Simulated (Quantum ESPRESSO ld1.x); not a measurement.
Problem. These are the eigenvalues of the occupied orbitals of an atom or ion with whole-number occupations (hartree). Calculated with ld1.x of Quantum ESPRESSO 7.5: Dirac Kohn-Sham, PW91, spin-unpolarised, spherical densities, point nucleus.

| orbital | eigenvalue |
|---|---|
| 1s1/2 | -1947.2294 |
| 2s1/2 | -358.3573 |
| 2p1/2 | -342.7977 |
| 2p3/2 | -315.2977 |
| 3s1/2 | -111.0332 |
| 3p1/2 | -104.3456 |
| 3p3/2 | -98.5052 |
| 3d3/2 | -87.1586 |
| 3d5/2 | -85.8688 |
| 4s1/2 | -49.9397 |
| 4p1/2 | -47.1727 |
| 4p3/2 | -45.4103 |

Which element is it, and in what charge state? The configuration may be excited. Open shells, if any, are shared by 2j + 1.

Solution. Z = 65, terbium, charge +31: Tb31+ in [Ar] 3d10 4s2 4p4. The list shows which subshells hold electrons but not how many an open one holds; the 1s level, -1947.2 hartree, gives Z - s = 62.4 by -(Z - s)^2/2, which with screening and relativity narrows Z to a few neighbours, and the depths of the outer levels then fix element, charge and occupations together.
